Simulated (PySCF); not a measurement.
As2, SMILES [As]#[As] (connectivity only; charge and spin as stated), charge +1, multiplicity 2.

Geometry: PBE0-D3(BJ)/def2-TZVP. The spin state was assumed, not searched.

All values below come from PBE0-D3(BJ)/def2-TZVP (PySCF).

Frequencies are harmonic and unscaled.

Computed normal modes with their intensities:
| mode | ν (cm⁻¹) | IR (km/mol) | moving atoms (share of kinetic energy) |
|---|---|---|---|
| 1 | 406 | 0.0 | As 100 % |
